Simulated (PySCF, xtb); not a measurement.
MoF₆, SMILES [F][Mo]([F])([F])([F])([F])[F], multiplicity 1.

xtb with GFN2-xTB at its own geometry gives an orbital gap of 5.74 eV and a dipole moment of 0.00 D.

Geometry optimised at B3LYP-D3(BJ)/def2-SVP. The multiplicity is an assumed one; no other spin state was optimised. The isomer is the one that the SMILES or the coordinates give; other isomers of the formula were not compared. The def2 effective core potentials stand for the cores of Mo; spin–orbit coupling is left out.

**Question.** What does B3LYP/def2-TZVP run with PySCF give? (The exact figures need the calculation; the answer reports its results.)

**Answer.** gap 6.44 eV (levels -12.50 and -6.06 eV), dipole 0.00 D.
